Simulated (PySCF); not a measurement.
C4H5ClSi. Atoms are numbered in the order given.

```xyz
11

Cl     0.1179    -2.3424     0.0000
C      0.0603    -0.6018     0.0000
C      1.1509     0.1983     0.0000
Si     0.4850     1.9465     0.0000
C     -1.3046     1.3760     0.0000
C     -1.2853     0.0237     0.0000
H      2.1677    -0.1976     0.0000
H      0.8603     2.7353    -1.2124
H      0.8603     2.7353     1.2124
H     -2.2401     1.9410     0.0000
H     -2.1704    -0.6223     0.0000
```

The structure is a stationary point at r2SCAN-D4/def2-SVP.

All values below come from PBE/def2-TZVP run with PySCF.

The molecule is in vacuum.

```
Property                                                                                                         Value
---------------------------------------------------------------------------------------------  -----------------------
total energy                                                                                        -904.62596 hartree
point group                                                                                                         Cs
highest occupied level                                                                                        -5.95 eV
lowest empty level                                                                                            -2.75 eV
orbital gap                                                                                                    3.20 eV
dipole moment                                                                                                0.224 e·Å
quadrupole, principal values (traceless, Buckingham form, about the centre of nuclear charge)   -4.18, -1.26, 5.44 D·Å
mean static polarisability                                                                       84.9 bohr³ (12.57 Å³)
polarisability, principal values                                                               55.5, 81.1, 118.0 bohr³
```
